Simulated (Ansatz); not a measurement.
Ansatz (a program for electronic structure) input (CCSD(T)/def2-TZVPP):

Ansatz 0.2 input:
```yaml
crystal:
  periodic: [false, false, false]
  atoms:
    - {symbol: Cu, position_ang: [0.00000000, 0.00000000, 0.00000000]}
    - {symbol: I, position_ang: [0.00000000, 0.00000000, 2.47570087]}
    - {symbol: I, position_ang: [-0.00000000, -0.00000000, -2.47570087]}
basis:
  gaussian:
    orbitals: def2-TZVPP
total_charge: -1
magnetization: {spin_polarized: false}
correlation: {method: ccsd_t, electrons: outside_noble_gas}
```

Output:

```
Functional definition: HF
integrals: 0.47 GiB planned
1413 factors; integrals over basis functions are off by at most 5.2e-4 eV
mean field: 1.00 GiB planned
mean field evaluation 1: about -60747.7854 eV, gradient 1.6e1 eV
mean field evaluation 2: about -60748.0338 eV, gradient 1.6e1 eV
mean field evaluation 4: about -60748.7556 eV, gradient 3.6e0 eV
mean field evaluation 8: about -60748.7893 eV, gradient 4.7e-1 eV
mean field evaluation 16: about -60747.7855 eV, gradient 1.6e1 eV
mean field -60748.79042009 eV, -2232.4768709291 hartree, gradient 3.5e-6 eV, S^2 0.000000; 0 other end points of the search recorded, 0 dependent functions left out
27 core orbitals not correlated
reference -60748.79042009 eV, -2232.4768709291 hartree; 13, 13 occupied and 124, 124 virtual orbitals, 1413 factors
second order -21.66770573 eV of doubles, -0.00000000 eV of singles
coupled cluster: 0.84 GiB planned
cycle   1  -19.36303873 eV  change     2.3e0 eV  update   1.9e-1
cycle   2  -20.30927379 eV  change   -9.5e-1 eV  update   1.3e-1
cycle   3  -20.53938863 eV  change   -2.3e-1 eV  update   3.7e-2
cycle   4  -20.51927900 eV  change    2.0e-2 eV  update   1.8e-2
cycle   5  -20.49377796 eV  change    2.6e-2 eV  update   8.7e-3
cycle   6  -20.49406423 eV  change   -2.9e-4 eV  update   3.7e-3
cycle   7  -20.49737596 eV  change   -3.3e-3 eV  update   2.0e-3
cycle   8  -20.49696707 eV  change    4.1e-4 eV  update   7.6e-4
cycle   9  -20.49700428 eV  change   -3.7e-5 eV  update   3.3e-4
cycle  10  -20.49751769 eV  change   -5.1e-4 eV  update   1.2e-4
cycle  11  -20.49744489 eV  change    7.3e-5 eV  update   4.7e-5
cycle  12  -20.49733909 eV  change    1.1e-4 eV  update   2.2e-5
cycle  13  -20.49737396 eV  change   -3.5e-5 eV  update   9.3e-6
cycle  14  -20.49736435 eV  change    9.6e-6 eV  update   4.4e-6
perturbative correction -0.90957831 eV, -0.0334263863 hartree
Total energy: -60770.19736275 eV, -2233.2635615617 hartree
```
